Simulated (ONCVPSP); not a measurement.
**LDA (Perdew-Wang 92) ONCV dataset for tantalum (Ta), scalar-relativistic all-electron reference.**

```
Element                 : Ta (Z = 73)
Generator               : ONCVPSP 4.0.1
Type                    : optimised norm-conserving Vanderbilt (ONCV)
Functional              : LDA (Perdew-Wang 92)
Relativity              : scalar-relativistic
Frozen core             : [Kr] 4d10 4f14
Valence charge          : 13
Reference configuration : 5s2 5p6 5d3 6s2
Partial waves           : 5s+6s: rc 1.70 bohr, ncon 4, nbas 8, qcut 8.6 1/bohr, 2 projectors; 5p: rc 1.85 bohr, ncon 3, nbas 6, qcut 6.6 1/bohr, 1 projector; 5d: rc 2.55 bohr, ncon 4, nbas 9, qcut 6.4 1/bohr, 1 projector
Local potential         : polynomial inside 1.40 bohr (lpopt 5, dvloc0 0 Ha)
Core correction         : Teter function, fcfact 4.25, rcfact 1.5
```

All-electron outer shells of the reference configuration (LDA (PZ), scalar-relativistic, ld1.x):

```tsv
shell	level (eV)	outermost node (bohr)	outermost maximum (bohr)
5s	-73.19	0.54	0.98
5p	-39.56	0.58	1.13
4f	-24.93	–	0.44
6s	-5.62	1.32	2.74
5d	-3.79	0.65	1.58
```

Calculated quality:

```
Cutoffs needed             : 23 Ha and 27 Ha (the cutoffs (Ha) at which the residual kinetic energy of the hardest occupied pseudo-wave falls to 1 and 0.1 mHa per electron)
Ghost test                 : no bound ghost flagged; GHOST(+) flagged for s at 277.5 eV
Largest excitation error   : -291 meV (all-electron minus pseudo) for 5s1 5p6 5d3 6s2, out of 4 test configurations
rms error of d²Exc/dni dnj : 7.56 mHa without and 0.56 mHa with the model core
```

Generation and tests took about 4.1 s on one core of a shared server CPU.
